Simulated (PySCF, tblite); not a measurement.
Compound: C2H11FSSi3.
Z-matrix (Å and degrees, GFN2-xTB geometry), rows numbered from 1:
```
C 
C   1  1.5141
F   2  1.4041  1  108.62
Si  2  1.9277  1  114.50  3   120.13
Si  4  2.3214  2  103.78  1  -151.48
Si  5  2.3356  4  119.69  2   -34.84
S   5  2.1892  4  102.58  2  -157.32
H   1  1.0889  2  111.18  3    59.09
H   1  1.0862  2  109.15  3   179.42
H   1  1.0873  2  110.04  3   -61.12
H   2  1.0960  1  109.81  3  -113.46
H   4  1.4689  2  105.26  1    83.99
H   4  1.4698  2  106.61  1   -28.07
H   5  1.4746  4  109.90  2    96.00
H   6  1.4664  5  110.56  4   -39.01
H   6  1.4592  5  109.70  4    80.73
H   6  1.4681  5  113.05  4  -158.49
H   7  1.3225  5   96.43  4  -173.60
```

Jobs on this species (18 atoms, 90 electrons) with PySCF (density fitting) and tblite. Hardware of each: Arm Neoverse N1, one thread, no GPU (shared host). Times come from a shared host and carry two figures at best.

Question: Rank these jobs by wall time, shortest first.
A. PBE0/pcSseg-1; shieldings, charges and field gradients, density and orbital grids written; 202 basis functions
B. GFN2-xTB; L-BFGS relaxation
C. wB97X-D/def2-SVPD; 8 singlets by full TDDFT, 3 Tamm–Dancoff triplets, polarisability, density and orbital grids written; 250 basis functions
D. GFN2-xTB; Hessian by finite differences

Answer: D (1.6 s), B (3.8 s), A (79 s), C (2.3 min).

All jobs:

```csv
level and settings,work,basis functions,SCF cycles,wall time
GFN2-xTB,Hessian by finite differences,–,–,1.6 s
GFN2-xTB,L-BFGS relaxation,–,–,3.8 s
PBE0/pcSseg-1,"shieldings, charges and field gradients, density and orbital grids written",202,12,79 s
wB97X-D/def2-SVPD,"8 singlets by full TDDFT, 3 Tamm–Dancoff triplets, polarisability, density and orbital grids written",250,13,2.3 min
```

Q: What do all jobs in the table cost together?

A: About 3.7 min; the longest takes about 62 % of that, and about 86 times as long as the shortest.
